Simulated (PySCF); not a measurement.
B(H)(SMe)2 (C₂H₇BS₂), SMILES CSBSC. Atoms are numbered in the order given.

```xyz
12

B     -0.2655    -0.1574     0.0973
H     -1.2593    -0.6187     0.5984
S     -0.3939     1.1254    -1.1483
C     -2.2087     1.3549    -1.2827
H     -2.6945     0.4273    -1.6131
H     -2.3796     2.1387    -2.0327
H     -2.6320     1.6766    -0.3219
S      1.3532    -0.7483     0.5913
C      0.9357    -2.0148     1.8508
H      0.4001    -1.5613     2.6953
H      1.8839    -2.4368     2.2098
H      0.3281    -2.8160     1.4098
```

Geometry optimised at B3LYP-D3(BJ)/def2-SVP. This is a generated structure with no PubChem entry under its InChIKey; it may be hypothetical. One conformer was computed; it need not be the lowest.

Two levels are set side by side: PBE/pcSseg-1 (PySCF) and HF/pcSseg-1 (PySCF). GIAO shifts against BF3 (¹¹B), H2S (³³S), TMS (¹H), TMS (¹³C) at the same level; non-relativistic, no solvent, atoms listed together averaged. Differences are taken from unrounded values.

```json
[
 {"quantity": "δ(¹¹B) of B1 (ppm)", "HF": "58.7"},
 {"quantity": "δ(¹H) of H2 (ppm)", "HF": "7.07"},
 {"quantity": "δ(³³S) of S3, S8 (ppm)", "HF": "162.2"},
 {"quantity": "δ(¹³C) of C4, C9 (ppm)", "HF": "19.5"}
]
```

Q: What does PBE give, and how far is it from HF? (Estimate from the structure and the level; the computed values follow.)

A: 
| quantity | PBE | PBE minus HF |
|---|---|---|
| δ(¹¹B) of B1 (ppm) | 52.8 | -5.9 |
| δ(¹H) of H2 (ppm) | 7.37 | 0.30 |
| δ(³³S) of S3, S8 (ppm) | 262.7 | 100.5 |
| δ(¹³C) of C4, C9 (ppm) | 24.0 | 4.5 |

Rough cost on one machine, each run with all the roots and properties that it gave: HF against PBE within a factor of 2.
